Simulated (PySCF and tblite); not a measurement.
Values are calculated unless marked as measured or tabulated.
3 regioisomers of C3H10O2Si2:

```
isomer                                              SMILES
     A  [CH3:1][CH2:2][Si@@H:3]1[CH2:4][O:5][SiH2:6][O:7]1
     B  [CH3:1][CH2:2][Si@@H:3]1[O:4][CH2:5][SiH2:6][O:7]1
     C  [CH3:1][CH2:2][C@@H:3]1[O:4][SiH2:5][O:6][SiH2:7]1
```

Protocol: conformer search, at most 5 conformers an isomer, GFN2-xTB geometries, energies PBE0/pcSseg-1 (D3(BJ) added where defined), GIAO shieldings PBE0/pcSseg-1, weights at 298.15 K with GFN2-xTB thermal terms. Programs: PySCF with density fitting and tblite.

Task: What shifts does each isomer give (ppm; of two unlike H on one atom, a is the less shielded)?

Result: 
A: ¹H (against TMS): 4.03 (H4a, 1H), 3.94 (H4b, 1H), 1.15 (H1, 3H), 1.03 (H2a, 1H), 0.50 (H2b, 1H). ¹³C (against TMS): 53.7 (C4), 10.3 (C2), 7.5 (C1). ²⁹Si (against TMS): -1.2 (Si3), -10.7 (Si6).

B: ¹H (against TMS): 4.12 (H5a, 1H), 4.06 (H5b, 1H), 1.04 (H1, 3H), 0.64 (H2a, 1H), 0.63 (H2b, 1H). ¹³C (against TMS): 54.7 (C5), 12.0 (C2), 6.4 (C1). ²⁹Si (against TMS): 4.3 (Si3), -20.1 (Si6).

C: ¹H (against TMS): 4.11 (H3, 1H), 1.69 (H2a, 1H), 1.63 (H2b, 1H), 1.15 (H1, 3H). ¹³C (against TMS): 70.1 (C3), 32.9 (C2), 12.8 (C1). ²⁹Si (against TMS): -10.9 (Si5), -17.6 (Si7). H not on carbon is left out.

Unscaled ²⁹Si shifts at such levels can be off by tens of ppm; differences between conformers or isomers are more reliable. Shifts are unscaled: against experiment ¹³C can be off by 15 ppm or more and ¹H by 0.8 ppm. GFN2-xTB leaves a saturated small ring flat here that puckers in reality.
